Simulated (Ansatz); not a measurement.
LiAlNHF (SMILES [Li][N][AlH][F]), doublet: a trajectory.

The input file, in.yaml:

```yaml
crystal:
  periodic: [false, false, false]
  atoms:
    - {symbol: Li, position_ang: [-1.752850, -1.119750, 1.848540]}
    - {symbol: N, position_ang: [-0.544480, -0.473970, 0.815730]}
    - {symbol: Al, position_ang: [0.449590, 0.262620, -0.426450]}
    - {symbol: F, position_ang: [-0.121830, 0.947490, -1.833310]}
    - {symbol: H, position_ang: [1.969560, 0.383600, -0.404510]}
basis:
  gaussian: {orbitals: def2-SVP}
magnetization: {spin_polarized: true, initial_magnetization: 1}
hamiltonian: {xc: pbe0, dispersion: d4}
md: {n_steps: 30, timestep: 0.5, temperature: 1000, ensemble: nvt_langevin, seed: 951, friction: 0.01, initial_velocities: maxwell_boltzmann}
```

Launched with

```bash
ansatz run in.yaml --threads 2 --pin off --events-out ev --progress --plain --max-ram 3481MiB
```

What Ansatz 0.2.0 printed:

```
Functional definition: PBE0
  name "PBE0"
  cite "Adamo & Barone, J. Chem. Phys. 110, 6158 (1999) doi:10.1063/1.478522"
  cite "Perdew, Burke & Ernzerhof, Phys. Rev. Lett. 77, 3865 (1996) doi:10.1103/PhysRevLett.77.3865"
  parent pbe
  parameter a = 0.25
  parameter kappa = 0.804
  parameter beta = 0.06672455060314922
  exchange = (1 - a)*pbe_x(kappa = kappa, mu = beta*pi^2/3) + a*exact_x
  correlation = pbe_c(beta = beta)
657 factors; integrals over basis functions are off by at most 4.1e-4 eV
mean field evaluation 1: about -10999.6683 eV, gradient 5.1e1 eV
mean field evaluation 2: about -10921.2444 eV, gradient 9.3e1 eV
mean field evaluation 4: about -11011.2989 eV, gradient 1.3e1 eV
mean field evaluation 8: about -11011.9714 eV, gradient 2.9e-1 eV
mean field evaluation 16: about -11011.9763 eV, gradient 3.4e-4 eV
mean field evaluation 32: about -11011.9763 eV, gradient 6.1e-6 eV
mean field -11011.97629870 eV, -404.6826647917 hartree, gradient 6.1e-6 eV, S^2 0.754594; 2 other end points of the search recorded, 0 dependent functions left out
the calculation of the forces begins
reference -11011.97633555 eV, -404.6826661460 hartree; 17, 16 occupied and 43, 44 virtual orbitals, 657 factors
md step     0: t =     0.00 fs  T =   800.0 K  F+E_penalty+E_count = -11012.03979508 eV  E_kin = 0.517040 eV  (66 SCF iters)
md step     1: t =     0.50 fs  T =   883.9 K  F+E_penalty+E_count = -11012.04995836 eV  E_kin = 0.571245 eV  (38 SCF iters, 5 dispersion substeps)
md step     2: t =     1.00 fs  T =   801.6 K  F+E_penalty+E_count = -11012.05185488 eV  E_kin = 0.518104 eV  (36 SCF iters, 5 dispersion substeps)
md step     3: t =     1.50 fs  T =   719.3 K  F+E_penalty+E_count = -11012.04553955 eV  E_kin = 0.464908 eV  (72 SCF iters, 5 dispersion substeps)
md step     4: t =     2.00 fs  T =   752.5 K  F+E_penalty+E_count = -11012.03136374 eV  E_kin = 0.486330 eV  (36 SCF iters, 5 dispersion substeps)
md step     5: t =     2.50 fs  T =   781.9 K  F+E_penalty+E_count = -11012.00989706 eV  E_kin = 0.505318 eV  (36 SCF iters, 5 dispersion substeps)
md step     6: t =     3.00 fs  T =   784.6 K  F+E_penalty+E_count = -11011.98196374 eV  E_kin = 0.507068 eV  (36 SCF iters, 5 dispersion substeps)
md step     7: t =     3.50 fs  T =   806.2 K  F+E_penalty+E_count = -11011.94823883 eV  E_kin = 0.521022 eV  (40 SCF iters, 5 dispersion substeps)
md step     8: t =     4.00 fs  T =   748.5 K  F+E_penalty+E_count = -11011.91237668 eV  E_kin = 0.483730 eV  (38 SCF iters, 5 dispersion substeps)
md step     9: t =     4.50 fs  T =   653.2 K  F+E_penalty+E_count = -11011.87993564 eV  E_kin = 0.422150 eV  (37 SCF iters, 5 dispersion substeps)
md step    10: t =     5.00 fs  T =   629.7 K  F+E_penalty+E_count = -11011.85164039 eV  E_kin = 0.407006 eV  (49 SCF iters, 5 dispersion substeps)
md step    11: t =     5.50 fs  T =   587.9 K  F+E_penalty+E_count = -11011.82637460 eV  E_kin = 0.379956 eV  (34 SCF iters, 5 dispersion substeps)
md step    12: t =     6.00 fs  T =   595.3 K  F+E_penalty+E_count = -11011.80772121 eV  E_kin = 0.384711 eV  (52 SCF iters, 5 dispersion substeps)
md step    13: t =     6.50 fs  T =   594.6 K  F+E_penalty+E_count = -11011.79658887 eV  E_kin = 0.384318 eV  (49 SCF iters, 5 dispersion substeps)
md step    14: t =     7.00 fs  T =   552.1 K  F+E_penalty+E_count = -11011.79387674 eV  E_kin = 0.356834 eV  (46 SCF iters, 5 dispersion substeps)
md step    15: t =     7.50 fs  T =   554.6 K  F+E_penalty+E_count = -11011.79964149 eV  E_kin = 0.358426 eV  (38 SCF iters, 5 dispersion substeps)
md step    16: t =     8.00 fs  T =   556.0 K  F+E_penalty+E_count = -11011.81018400 eV  E_kin = 0.359369 eV  (35 SCF iters, 5 dispersion substeps)
md step    17: t =     8.50 fs  T =   601.7 K  F+E_penalty+E_count = -11011.82516873 eV  E_kin = 0.388880 eV  (37 SCF iters, 5 dispersion substeps)
md step    18: t =     9.00 fs  T =   652.6 K  F+E_penalty+E_count = -11011.84403712 eV  E_kin = 0.421775 eV  (39 SCF iters, 5 dispersion substeps)
md step    19: t =     9.50 fs  T =   725.0 K  F+E_penalty+E_count = -11011.86561971 eV  E_kin = 0.468583 eV  (40 SCF iters, 5 dispersion substeps)
md step    20: t =    10.00 fs  T =   778.5 K  F+E_penalty+E_count = -11011.88629341 eV  E_kin = 0.503153 eV  (39 SCF iters, 5 dispersion substeps)
md step    21: t =    10.50 fs  T =   849.9 K  F+E_penalty+E_count = -11011.90147081 eV  E_kin = 0.549303 eV  (38 SCF iters, 5 dispersion substeps)
md step    22: t =    11.00 fs  T =   802.1 K  F+E_penalty+E_count = -11011.90890939 eV  E_kin = 0.518384 eV  (37 SCF iters, 5 dispersion substeps)
md step    23: t =    11.50 fs  T =   726.1 K  F+E_penalty+E_count = -11011.90943191 eV  E_kin = 0.469292 eV  (49 SCF iters, 5 dispersion substeps)
md step    24: t =    12.00 fs  T =   717.9 K  F+E_penalty+E_count = -11011.90583437 eV  E_kin = 0.463986 eV  (37 SCF iters, 5 dispersion substeps)
md step    25: t =    12.50 fs  T =   728.9 K  F+E_penalty+E_count = -11011.89964890 eV  E_kin = 0.471088 eV  (37 SCF iters, 5 dispersion substeps)
md step    26: t =    13.00 fs  T =   696.6 K  F+E_penalty+E_count = -11011.89514144 eV  E_kin = 0.450205 eV  (54 SCF iters, 5 dispersion substeps)
md step    27: t =    13.50 fs  T =   666.2 K  F+E_penalty+E_count = -11011.89492750 eV  E_kin = 0.430557 eV  (46 SCF iters, 5 dispersion substeps)
md step    28: t =    14.00 fs  T =   722.7 K  F+E_penalty+E_count = -11011.90160201 eV  E_kin = 0.467094 eV  (38 SCF iters, 5 dispersion substeps)
md step    29: t =    14.50 fs  T =   665.5 K  F+E_penalty+E_count = -11011.91668050 eV  E_kin = 0.430108 eV  (37 SCF iters, 5 dispersion substeps)
md step    30: t =    15.00 fs  T =   703.5 K  F+E_penalty+E_count = -11011.93798378 eV  E_kin = 0.454684 eV  (62 SCF iters, 5 dispersion substeps)
Total energy: -11011.93802035 eV, -404.6812580882 hartree
Atom 0 at    -1.548207    -1.019981     2.003467 Å, force    -0.693324    -0.418791     0.841671 eV/Å
Atom 1 at    -0.519647    -0.439034     0.827085 Å, force    -0.016434     0.206525     0.047904 eV/Å
Atom 2 at     0.454836     0.175164    -0.466909 Å, force    -0.422827     0.008991    -0.492726 eV/Å
Atom 3 at    -0.157766     0.976441    -1.781474 Å, force    -0.465690     0.501235    -0.402520 eV/Å
Atom 4 at     1.887833    -0.176466    -0.689659 Å, force     1.598275    -0.297960     0.005671 eV/Å
Dipole moment:    -0.778228    -0.539604     1.260452 e Å

[the SCF lines of later steps are left out]
```

The lines “mean field evaluation” count trial sets of orbitals through the whole run, from several starts and some on an approximate energy, so they need not fall steadily or lie above the final value.

The run took about 46 s on 2 CPU threads of an Arm Neoverse V2 (shared host).
